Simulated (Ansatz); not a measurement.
Two structures, one formula

The two ends of one reaction step of Si$_{3}$N$_{2}$H$_{10}$OF, doublet (PBE0-D4/def2-TZVP).

A:

Si1  (0.714, 1.236, 0.341)
N2  (0.680, -0.235, -0.526)
Si3  (0.123, -0.494, -2.144)
N4  (-0.894, 1.711, 0.671)
Si5  (-2.273, 0.652, 0.687)
F6  (1.524, 0.881, 1.705)
H7  (3.360, -1.993, 1.174)
O8  (2.418, -1.833, 1.263)
H9  (1.278, -0.960, -0.123)
H10  (-0.534, 0.760, -2.593)
H11  (1.250, -0.811, -3.062)
H12  (-0.848, -1.617, -2.210)
H13  (-1.063, 2.679, 0.896)
H14  (-3.426, 1.452, 1.179)
H15  (-2.054, -0.510, 1.583)
H16  (-2.594, 0.136, -0.670)
H17  (2.338, -1.056, 1.828)
(Å)

B:

Si1  (0.927, 0.329, 1.273)
N2  (0.596, -1.194, -0.112)
Si3  (0.491, -0.592, -1.795)
N4  (-0.393, 1.193, 0.482)
Si5  (-2.083, 0.805, 0.521)
F6  (0.398, -0.765, 2.359)
H7  (1.383, -1.821, 0.026)
O8  (2.482, 0.166, 0.651)
H9  (-0.242, -1.693, 0.169)
H10  (1.314, 0.618, -1.966)
H11  (0.999, -1.673, -2.681)
H12  (-0.938, -0.353, -2.097)
H13  (-0.229, 2.192, 0.540)
H14  (-2.763, 1.207, 1.782)
H15  (-2.220, -0.670, 0.378)
H16  (-2.797, 1.460, -0.609)
H17  (3.075, 0.791, 1.078)
(Å)

Ansatz 0.2.0; basis: def2-TZVPP; cores frozen in the correlated methods; orbitals are unrestricted. B3LYP uses VWN-RPA correlation.

(1) Which structure is lower at CCSD(T), and by how much? (To be estimated.)

(2) Do the other methods give the same order? (A judgement: the text doesn't fix the answer.)

T1 diagnostic: at most 0.014. ⟨S²⟩ of the unrestricted Hartree–Fock references: 0.75 (a pure state has 0.75).

## Answers

(1) By the calculation: A, by 1.5 kJ/mol (electronic energy, against the other); a gap this small isn't resolved in one triple-zeta basis. By their contacts, A is a complex of Si₃N₂H₈F ([F][Si]([NH][SiH3])[NH][SiH3]) + H₂O and B is Si₃N₂H₁₀OF ([OH][Si]([F])([NH][SiH3])[NH2][SiH3]).

(2) By the calculation: Not all: SPW92, PBE-D4, r2SCAN-D4, B97M-V, PBE0-D4, r2SCAN0-D4, wB97M-V give the other order.

| method | E(B) − E(A) (kJ/mol) |
| --- | --- |
| SPW92 | -22.1 |
| PBE-D4 | -3.3 |
| BLYP-D4 | 5.1 |
| r2SCAN-D4 | -3.8 |
| B97M-V | -0.8 |
| PBE0-D4 | -0.1 |
| B3LYP-D4 | 7.7 |
| r2SCAN0-D4 | -1.0 |
| BHLYP-D4 | 10.6 |
| CAM-B3LYP-D4 | 6.9 |
| wB97X-V | 0.8 |
| wB97M-V | -2.5 |
| B2PLYP | 10.5 |
| PBE-QIDH | 0.8 |
| RPA on PBE | 4.0 |
| HF | 37.2 |
| MP2 | 0.4 |
| CCSD | 6.2 |
| CCSD(T) | 1.5 |

Labels in which every atom is bracketed show which atoms are joined, not bond orders.

For scale, one of the runs: CCSD(T)/def2-TZVPP, 390 basis functions, launched by `ansatz run in.yaml --threads 4 --pin off --events-out ev --progress --plain --max-ram 66560MiB --backend cuda --devices 0, --max-vram 37GiB`. Time: 110 s of wall clock on 4 CPU threads of an AMD EPYC 7R13 and a share of one NVIDIA H100; the host was shared. Peak host memory: 1.7 GiB.
